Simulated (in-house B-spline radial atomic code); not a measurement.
Inner-shell binding energies (edges) and X-ray emission energies of free atoms and ions, as differences of relaxed hole-state energies with first-order Breit, QED and recoil terms, without correlation or multiplet splittings, in NIST's listed ground configurations. For neutral atoms such line energies lie within some 1 to 5 eV of tabulated X-ray lines (up to 20 eV for the heaviest). Removing outer electrons raises all edges nearly alike, so lines move far less than edges. K = 1s, L1 = 2s. A dash marks a subshell that is part filled or wasn't run, or a line left out. Computed with a B-spline radial code for spherical atoms: Dirac-Hartree-Fock, average of the configuration, finite nuclei.

```json
{"ion": "P", "configuration": "[Ne] 3s2 3p3", "K edge (eV)": "2152.66", "L1 edge (eV)": "197.9"}
{"ion": "P+", "configuration": "[Ne] 3s2 3p2", "K edge (eV)": "?", "L1 edge (eV)": "?"}
{"ion": "P2+", "configuration": "[Ne] 3s2 3p1", "K edge (eV)": "?", "L1 edge (eV)": "?"}
{"ion": "P3+", "configuration": "[Ne] 3s2", "K edge (eV)": "2197.49", "L1 edge (eV)": "240.3"}
{"ion": "P5+", "configuration": "[He] 2s2 2p6", "K edge (eV)": "2238.49", "L1 edge (eV)": "277.59"}
{"ion": "P6+", "configuration": "[He] 2s2 2p5", "K edge (eV)": "2298.57", "L1 edge (eV)": "318.34"}
{"ion": "P7+", "configuration": "[He] 2s2 2p4", "K edge (eV)": "2363.17", "L1 edge (eV)": "361.37"}
```

(1) Fill in the row of P+.

(2) Fill in the row of P2+.

## Answers

(1) K edge (eV): 2165.31; L1 edge (eV): 210.07.

(2) K edge (eV): 2180.3; L1 edge (eV): 224.26.
